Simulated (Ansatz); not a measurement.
A nudged elastic band was laid between two geometries of BF2HO + ClH (7 atoms, charge 0, multiplicity 1).

All numbers below come from Ansatz 0.2.0, RKS B3LYP-D4/6-31G*.

- movable images: 4
- climbing image: no
- spring: 5.0 eV/Å²
- optimiser: quadratic models (default)
- start path: through a guess of the saddle point
- force threshold: 0.03 eV/Å
- iteration limit: 60
- end points: relaxed

First end point:

```xyz
7
Properties=species:S:1:pos:R:3
B -0.488 0.938 -0.584
O 0.232 -0.200 -0.381
F -0.604 1.472 -1.794
F -1.079 1.512 0.445
H 0.525 -1.204 1.242
Cl 0.788 -1.966 2.263
H 0.627 -0.551 -1.192
```

Last end point:

```xyz
7
Properties=species:S:1:pos:R:3
B -0.614 0.368 0.182
O 1.032 -0.063 -0.295
F -1.235 0.245 -1.012
F -0.475 1.599 0.680
H 1.319 -0.820 0.249
Cl -0.995 -0.950 1.410
H 0.969 -0.379 -1.215
```

(1) What changes between the two ends?

(2) What energy profile does the band end with?

(3) What is the geometry of the highest image?

Results:

(1) Bonds broken: H5–Cl6. Bonds formed: B1–Cl6, O2–H5. BF2HO + ClH becomes BClF2H2O.

(2) The forces met the threshold. The highest image is number 4 of 0 to 5, 1.03 eV above the first end and 0.69 eV above the last; the last end lies 0.34 eV above the first. No image climbed, so the highest image needn't sit at the top of the path. The orbitals stay closed-shell, which can raise the energy where a bond breaks towards radicals; this wasn't checked here.

```csv
image,path coordinate (Å),energy (eV),H5–Cl6 (Å),B1–Cl6 (Å),O2–H5 (Å)
0,0.00,0.00,1.30,4.26,1.93
1,0.84,0.01,1.30,4.03,1.93
2,1.68,0.04,1.30,3.60,1.99
3,2.52,0.20,1.31,2.94,1.84
4,3.36,1.03,1.75,2.23,1.08
5,4.20,0.34,2.59,1.84,0.98
```

(3) 
```xyz
7
Properties=species:S:1:pos:R:3:forces:R:3
B -0.462 0.500 -0.037 -0.25 -0.23 0.36
O 0.967 -0.002 -0.325 0.10 -0.17 0.14
F -1.284 0.353 -1.070 0.07 -0.15 0.07
F -0.459 1.611 0.677 -0.01 -0.03 0.02
H 0.848 -0.691 0.504 0.52 0.09 -0.47
Cl -0.575 -1.217 1.384 -0.45 0.40 -0.11
H 0.966 -0.556 -1.132 0.02 0.09 -0.01
```

Run time: 66 s on 2 threads of AMD EPYC 7R13 Processor (Zen 3), on a shared host, peak memory 0.18 GiB.
